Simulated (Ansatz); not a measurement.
Relaxation of the cluster AlCu3⁻ with UKS PBE-D4/def2-SVPD.

```sh
$ ansatz run in.yaml --threads 4 --pin off --events-out ev --progress --plain --max-ram 4787MiB
```

```yaml
crystal:
  periodic: [false, false, false]
  atoms:
    - {symbol: Al, position_ang: [-1.606860, -0.027850, -0.448240]}
    - {symbol: Cu, position_ang: [0.858430, -0.736830, -0.943050]}
    - {symbol: Cu, position_ang: [0.217520, -0.611220, 1.318880]}
    - {symbol: Cu, position_ang: [0.530910, 1.375910, 0.072410]}
basis:
  gaussian: {orbitals: def2-SVPD}
total_charge: -1
magnetization: {spin_polarized: true, initial_magnetization: 1}
hamiltonian: {xc: pbe, dispersion: d4}
scf: {lower_state_search: "off"}
output: {orbitals: {seedname: orbitals}}
relax: {f_tol: 0.02, max_steps: 100}
```

Run time 30 s (4 threads of AMD EPYC 7B13 on a shared host).

Positions (Å) and forces (eV/Å) at steps 1, 2, 3, 4, 6, 7, 8, 9, 10, 11, 12, 13, 14 of 14:

```xyz
4
step=1 energy=-140477.1085 eV
Al   -1.607   -0.028   -0.448    1.201    0.091    0.332
Cu    0.858   -0.737   -0.943   -0.431   -0.177    0.151
Cu    0.218   -0.611    1.319   -0.299   -0.230   -0.317
Cu    0.531    1.376    0.072   -0.471    0.315   -0.166
4
step=2 energy=-140477.2755 eV
Al   -1.490   -0.011   -0.417    0.469    0.052    0.129
Cu    0.824   -0.754   -0.942   -0.166   -0.147    0.095
Cu    0.189   -0.631    1.304   -0.099   -0.180   -0.139
Cu    0.477    1.396    0.055   -0.203    0.275   -0.084
4
step=3 energy=-140477.3088 eV
Al   -1.426    0.006   -0.400   -0.119    0.005   -0.030
Cu    0.807   -0.778   -0.931    0.050   -0.069    0.001
Cu    0.179   -0.660    1.290    0.034   -0.080    0.037
Cu    0.440    1.432    0.041    0.035    0.144   -0.007
4
step=4 energy=-140477.3113 eV
Al   -1.433    0.010   -0.401   -0.002    0.013    0.004
Cu    0.811   -0.787   -0.927    0.005    0.010    0.018
Cu    0.183   -0.671    1.290    0.004   -0.009   -0.009
Cu    0.439    1.449    0.038   -0.007   -0.014   -0.013
4
step=6 energy=-140477.3125 eV
Al   -1.438    0.022   -0.392    0.003   -0.042    0.029
Cu    0.822   -0.774   -0.912    0.015    0.044   -0.063
Cu    0.181   -0.692    1.289   -0.065   -0.026    0.072
Cu    0.436    1.445    0.015    0.047    0.024   -0.039
4
step=7 energy=-140477.3148 eV
Al   -1.442    0.026   -0.383    0.005   -0.065    0.044
Cu    0.830   -0.761   -0.904    0.025    0.056   -0.105
Cu    0.174   -0.708    1.290   -0.100   -0.030    0.109
Cu    0.437    1.442   -0.004    0.069    0.039   -0.048
4
step=8 energy=-140477.3181 eV
Al   -1.444    0.027   -0.375    0.005   -0.069    0.048
Cu    0.837   -0.749   -0.901    0.029    0.053   -0.114
Cu    0.166   -0.719    1.293   -0.107   -0.033    0.114
Cu    0.441    1.440   -0.018    0.073    0.049   -0.048
4
step=9 energy=-140477.3213 eV
Al   -1.445    0.027   -0.367    0.006   -0.068    0.047
Cu    0.842   -0.738   -0.899    0.029    0.042   -0.113
Cu    0.158   -0.728    1.297   -0.104   -0.030    0.108
Cu    0.445    1.439   -0.031    0.069    0.055   -0.042
4
step=10 energy=-140477.2862 eV rejected
Al   -1.442   -0.021   -0.283   -0.041    0.180   -0.223
Cu    0.885   -0.637   -0.933   -0.059   -0.366    0.093
Cu    0.045   -0.780    1.343    0.302   -0.002   -0.059
Cu    0.512    1.438   -0.127   -0.202    0.188    0.190
4
step=11 energy=-140477.3269 eV
Al   -1.449    0.033   -0.317    0.009   -0.049   -0.042
Cu    0.883   -0.706   -0.894   -0.054    0.009   -0.036
Cu    0.112   -0.775    1.302    0.003    0.001    0.059
Cu    0.454    1.448   -0.092    0.042    0.040    0.019
4
step=12 energy=-140477.3290 eV
Al   -1.434    0.015   -0.334   -0.079    0.006   -0.018
Cu    0.854   -0.703   -0.904    0.039   -0.016   -0.018
Cu    0.116   -0.761    1.314    0.021   -0.004    0.027
Cu    0.465    1.449   -0.076    0.020    0.014    0.010
4
step=13 energy=-140477.3294 eV
Al   -1.441    0.016   -0.335   -0.025   -0.002   -0.010
Cu    0.858   -0.705   -0.906    0.007   -0.005   -0.006
Cu    0.118   -0.757    1.313    0.008   -0.006    0.015
Cu    0.465    1.445   -0.072    0.010    0.013    0.002
4
step=14 energy=-140477.3295 eV
Al   -1.442    0.016   -0.337    0.006    0.000    0.005
Cu    0.857   -0.705   -0.905   -0.002    0.005    0.005
Cu    0.119   -0.758    1.314   -0.003    0.006   -0.010
Cu    0.466    1.447   -0.072   -0.002   -0.011    0.000
```

The highest occupied level of the charge -1 doublet lies above zero (up to 0.21 eV). By energy differences its removal costs 1.79 eV (vertical, to the charge 0 triplet, at PBE0-D4/def2-TZVPD). The relaxation made no stability test and no search for a lower SCF solution. The structure comes from a short search, and lower isomers may exist.
